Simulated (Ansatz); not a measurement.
Cost and result up the ladder for the cluster Sn₃F₂ (the lowest singlet isomer of a short search) (5 atoms). Charge 0, multiplicity 1. Geometry: PBE-D4/def2-SVP.

```xyz
5

Sn    1.823   -0.868   -0.088
Sn    0.344    1.088   -1.667
Sn   -1.312   -0.825    0.207
F    -1.184    1.302   -0.034
F     0.328   -0.698    1.582
```

Ansatz on 4 threads of Arm Neoverse V1 on a shared host. Times are rough, and most runs start from the orbitals of an earlier one. No level here is sound enough to serve as a yardstick. Binding counts from free atoms at the same level (Sn triplet, F doublet; other spins of the atoms weren't run), without zero-point energy or a counterpoise term.

In the def2 sets Sn takes a core potential; there is no spin–orbit coupling. Correlated methods freeze 14 core orbitals; core or outer-core shells of Sn are correlated, in sets that lack core-valence functions. The rows differ in basis, and correlated rows in double-zeta sets carry the largest basis error. The structure comes from a short search, and lower isomers may exist.

Run but left out: BHLYP-D4/def2-TZVP (restricted singlet, unstable in another Hartree–Fock run and untested here).

Correlated methods converge slowly with the basis, most of all in double-zeta sets.

```tsv
level	functions	wall time	binding energy per atom (eV)	remarks
PBE-D4/def2-SVP	106	1.2 s	3.10	restricted SCF unstable in HF
PBE0-D4/def2-SVP	106	1.8 s	2.84	restricted SCF unstable in HF
revPBE-D4/def2-TZVP	212	2.6 s	2.91	restricted SCF unstable in HF
PBE-D4/def2-TZVP (with forces)	212	3.2 s	3.07	restricted SCF unstable in HF
PBE0-D4/def2-TZVP	212	5.5 s	2.84	restricted SCF unstable in HF
r2SCAN-D4/def2-TZVP	212	5.5 s	2.92	restricted SCF unstable in HF
MP2/def2-TZVP	212	6 s	2.87	restricted SCF unstable
ωB97M-V/def2-TZVP	212	14 s	2.82	restricted SCF unstable in HF
CCSD(T)/def2-SVP	106	16 s	2.55	restricted SCF unstable
```
